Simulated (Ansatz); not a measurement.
`[NH2][SnH2][Br]`, charge 0, multiplicity 1.

Question: Give a relaxed structure at PBE0-D4/def2-TZVP (Ansatz). (Best estimate.)

Answer: The calculation gave: 
```xyz
7

N     0.610   -0.369    1.080
Sn   -0.371    0.145   -0.591
Br    0.494    2.370   -1.283
H     0.054   -0.437    1.919
H     1.224   -1.166    1.008
H    -2.025    0.373   -0.268
H     0.014   -0.915   -1.865
```
Point group Cs.
